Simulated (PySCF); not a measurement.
From a computed spectrum to the compound

A species of 3 atoms with charge 1 has these harmonic modes (PBE0, small Gaussian bases with core potentials, PySCF 2.14.0):

```
cm⁻¹  km/mol  symmetry
 114    18.1        a1
 625   170.0        b2
 636    70.1        a1
```

Problem. Which species is it, and in which structure?

Solution. [CeF2]+ (singlet in the valence; each metal's 4f electrons, 1 of them, lie in its core potential, out of spins and levels):
```xyz
3

Ce    0.0000    0.0000   -0.2524
F     1.6425    0.0000    0.9293
F    -1.6425    0.0000    0.9293
```
Ideal gas at 298.15 K and 1 bar: S = 294.2 J/(mol K), Cp = 49.5 J/(mol K), H − H(0 K) = 12.5 kJ/mol (rigid rotor, harmonic modes, spin degeneracy alone, that of the 4f electrons in the core included). An lcecp potential fixes the number of 4f electrons, so in runs with it no electron can move into or out of that shell.
 The answer isn't unique; the calculation gave this one.
